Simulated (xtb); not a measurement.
xtb input (GFN-FF):

```bash
xtb mol.xyz --gfnff --opt tight --chrg 0 --uhf 0
```
mol.xyz:
```
18

C     -1.49086644    -1.48642131     0.54350298
C     -1.53715923    -0.14320390    -0.19886983
B     -0.15251563     0.61641535    -0.31535330
N     -0.10359829     1.99031485    -0.04594207
C      1.18781013    -0.12741452    -0.72463308
C      1.98907001    -0.59754590     0.50503714
H     -0.77093172    -2.16856129     0.08691550
H     -1.19644841    -1.35374736     1.58708875
H     -2.46267352    -1.98461084     0.53848404
H     -2.30447656     0.49714571     0.25099140
H     -1.87894993    -0.32947890    -1.22666707
H      0.73218828     2.54398025    -0.14142828
H     -0.90307902     2.52113089     0.25861849
H      0.96987096    -0.99448033    -1.35585430
H      1.82401622     0.53321485    -1.32452671
H      2.26536111     0.24628949     1.14125869
H      1.40995647    -1.28955658     1.11914338
H      2.90980562    -1.10809265     0.21411395
```

Output:

```
           -------------------------------------------------
          |                Calculation Setup                |
           -------------------------------------------------

          ==================== Thresholds ====================
          CN  :   150.00000
          rep :   500.00000
          disp:  2500.00000
          HB1 :   250.00000
          HB2 :   450.00000

          Pauling EN used:
          Z : 1  EN :  2.20
          Z : 5  EN :  2.04
          Z : 6  EN :  2.55
          Z : 7  EN :  3.04
          electric field strengths (au): 0.000

           -------------------------------------------------
          |           Force Field Initialization            |
           -------------------------------------------------

          distances ...
          ----------------------------------------
          generating topology and atomic info file ...
          pair mat ...
          computing topology distances matrix with Floyd-Warshall algo ...
          making topology EEQ charges ...
          #fragments for EEQ constrain: 1
          ----------------------------------------
          generating topology and atomic info file ...
          pair mat ...
          computing topology distances matrix with Floyd-Warshall algo ...
          making topology EEQ charges ...
          #fragments for EEQ constrain: 1
          rings ...
          # BATM   134
          # H in HB   2
          doing iterative Hueckel for 1 subsystem(s) ...

  atom   neighbors  erfCN metchar sp-hybrid imet pi  qest     coordinates
    1  C       4    3.48   0.00         3    0    0  -0.055   -2.817329   -2.808929    1.027072
    2  C       4    3.48   0.00         3    0    0  -0.027   -2.904810   -0.270616   -0.375810
    3  B       3    2.78   0.01         2    0    1  -0.022   -0.288213    1.164856   -0.595931
    4  N       3    2.79   0.00         3    0    1  -0.285   -0.195772    3.761150   -0.086818
    5  C       4    3.48   0.00         3    0    0  -0.027    2.244636   -0.240779   -1.369358
    6  C       4    3.48   0.00         3    0    0  -0.055    3.758798   -1.129198    0.954382
    7  H       1    0.97   0.00         0    0    0   0.025   -1.456850   -4.097987    0.164246
    8  H       1    0.97   0.00         0    0    0   0.025   -2.260960   -2.558212    2.999163
    9  H       1    0.97   0.00         0    0    0   0.025   -4.653778   -3.750371    1.017587
   10  H       1    0.97   0.00         0    0    0   0.025   -4.354830    0.939469    0.474305
   11  H       1    0.97   0.01         0    0    0   0.025   -3.550701   -0.622625   -2.318065
   12  H       1    0.98   0.00         0    0    0   0.110    1.383635    4.807426   -0.267261
   13  H       1    0.98   0.00         0    0    0   0.110   -1.706572    4.764247    0.488718
   14  H       1    0.97   0.00         0    0    0   0.025    1.832790   -1.879295   -2.562193
   15  H       1    0.97   0.00         0    0    0   0.025    3.446891    1.007630   -2.502993
   16  H       1    0.97   0.00         0    0    0   0.025    4.280912    0.465420    2.156666
   17  H       1    0.97   0.00         0    0    0   0.025    2.664432   -2.436909    2.114874
   18  H       1    0.97   0.00         0    0    0   0.025    5.498736   -2.093992    0.404617

[...]
 C  C  Rav=1.5036 sigma=0.0000  Rmin=1.5036  Rmax=1.5036     2
 N  H  Rav=1.0058 sigma=0.0000  Rmin=1.0058  Rmax=1.0058     2
 N  B  Rav=1.3826 sigma=0.0000  Rmin=1.3826  Rmax=1.3826     1

 selected bond angles (degree)
 --------------------
H7-C1-C2=111.13                H8-C1-C2=111.02                H8-C1-H7=107.05                H9-C1-C2=112.10
H9-C1-H7=107.61                H9-C1-H8=107.72                B3-C2-C1=112.46                H10-C2-C1=112.09
H10-C2-B3=105.15               H11-C2-C1=112.28               H11-C2-B3=107.11               H11-C2-H10=107.31
N4-B3-C2=119.64                C5-B3-C2=120.29                C5-B3-N4=119.58                H12-N4-B3=126.09
H13-N4-B3=126.53               H13-N4-H12=107.37              C6-C5-B3=112.37                H14-C5-B3=107.26
H14-C5-C6=112.11               H15-C5-B3=105.10               H15-C5-C6=112.15               H15-C5-H14=107.42
H16-C6-C5=111.10               H17-C6-C5=111.12               H17-C6-H16=106.97              H18-C6-C5=112.10
H18-C6-H16=107.65              H18-C6-H17=107.67

 selected dihedral angles (degree)
 ---------------------------------
B3-C2-C1-H7=298.37            B3-C2-C1-H8= 57.40            B3-C2-C1-H9=177.91            H10-C2-C1-H7=180.15
H10-C2-C1-H8=299.17           H10-C2-C1-H9= 59.69           H11-C2-C1-H7= 59.26           H11-C2-C1-H8=178.29
H11-C2-C1-H9=298.81           N4-B3-C2-C1=272.03            N4-B3-C2-H10= 34.27           N4-B3-C2-H11=148.22
C5-B3-C2-C1= 84.00            C5-B3-C2-H10=206.24           C5-B3-C2-H11=320.18           H12-N4-B3-C2=176.73
H12-N4-B3-C5=  4.71           H13-N4-B3-C2=356.56           H13-N4-B3-C5=184.54           C6-C5-B3-C2=253.51
C6-C5-B3-N4= 65.48            H14-C5-B3-C2= 17.16           H14-C5-B3-N4=189.13           H15-C5-B3-C2=131.27
H15-C5-B3-N4=303.24           H16-C6-C5-B3=301.44           H16-C6-C5-H14=180.54          H16-C6-C5-H15= 59.59
H17-C6-C5-B3= 60.41           H17-C6-C5-H14=299.51          H17-C6-C5-H15=178.56          H18-C6-C5-B3=180.95
H18-C6-C5-H14= 60.04          H18-C6-C5-H15=299.09
           -------------------------------------------------
          |                Final Singlepoint                |
           -------------------------------------------------
         :::::::::::::::::::::::::::::::::::::::::::::::::::::
         ::                     SUMMARY                     ::
         :::::::::::::::::::::::::::::::::::::::::::::::::::::
         :: total energy              -2.541589379206 Eh    ::
         :: gradient norm              0.000141179267 Eh/a0 ::
         ::.................................................::
         :: bond energy               -2.639064379016 Eh    ::
         :: angle energy               0.003035745892 Eh    ::
         :: torsion energy             0.000523852994 Eh    ::
         :: repulsion energy           0.127363658879 Eh    ::
         :: electrostat energy        -0.023297566162 Eh    ::
         :: dispersion energy         -0.009138163649 Eh    ::
         :: HB energy                  0.000000000000 Eh    ::
         :: XB energy                  0.000000000000 Eh    ::
         :: bonded atm energy         -0.001012528143 Eh    ::
         :: external energy            0.000000000000 Eh    ::
         :: add. restraining           0.000000000000 Eh    ::
         :: total charge               0.000000000000 e     ::
         :::::::::::::::::::::::::::::::::::::::::::::::::::::

           -------------------------------------------------
          |                Property Printout                |
           -------------------------------------------------

molecular dipole:
                 x           y           z       tot (Debye)
 q only:        0.029      -0.104       0.071       0.329
           -------------------------------------------------
          |                Geometry Summary                 |
           -------------------------------------------------

      molecular mass/u    :       84.9559639
   center of mass at/Å    :       -0.0050190       0.0027250      -0.0164765
  moments of inertia/u·Å² :        0.1196736E+03   0.2100627E+03   0.2646680E+03
rotational constants/cm⁻¹ :        0.1408634E+00   0.8025049E-01   0.6369350E-01

 * 17 selected distances

     #   Z          #   Z                                           value/Å
     1   6 C        2   6 C                                       1.5036279
     2   6 C        3   5 B                                       1.5805235 (max)
     3   5 B        4   7 N                                       1.3826321
     3   5 B        5   6 C                                       1.5804286
     5   6 C        6   6 C                                       1.5036086
     1   6 C        7   1 H                                       1.0918555
     1   6 C        8   1 H                                       1.0918948
     1   6 C        9   1 H                                       1.0927202
     2   6 C       10   1 H                                       1.0930281
     2   6 C       11   1 H                                       1.0931504
     4   7 N       12   1 H                                       1.0057515 (min)
     4   7 N       13   1 H                                       1.0058195
     5   6 C       14   1 H                                       1.0931026
     5   6 C       15   1 H                                       1.0930862
     6   6 C       16   1 H                                       1.0917567
     6   6 C       17   1 H                                       1.0917570
     6   6 C       18   1 H                                       1.0927332

 * 5 distinct bonds (by element types)

   Z      Z             #   av. dist./Å        max./Å        min./Å
   1 H    6 C          10     1.0925085     1.0931504     1.0917567
   5 B    6 C           2     1.5804761     1.5805235     1.5804286
   6 C    6 C           2     1.5036183     1.5036279     1.5036086
   1 H    7 N           2     1.0057855     1.0058195     1.0057515
   5 B    7 N           1     1.3826321     1.3826321     1.3826321

optimized geometry written to: xtbopt.xyz

           -------------------------------------------------
          | TOTAL ENERGY               -2.541589379206 Eh   |
          | GRADIENT NORM               0.000141179267 Eh/α |
           -------------------------------------------------
########################################################################
[WARNING] Runtime exception occurred
-1- gfnff_setup: Could not read topology file.
########################################################################

------------------------------------------------------------------------
------------------------------------------------------------------------
 total:
 SCF:
 ANC optimizer:
Note: The following floating-point exceptions are signalling: IEEE_UNDERFLOW_FLAG IEEE_DENORMAL
normal termination of xtb
```
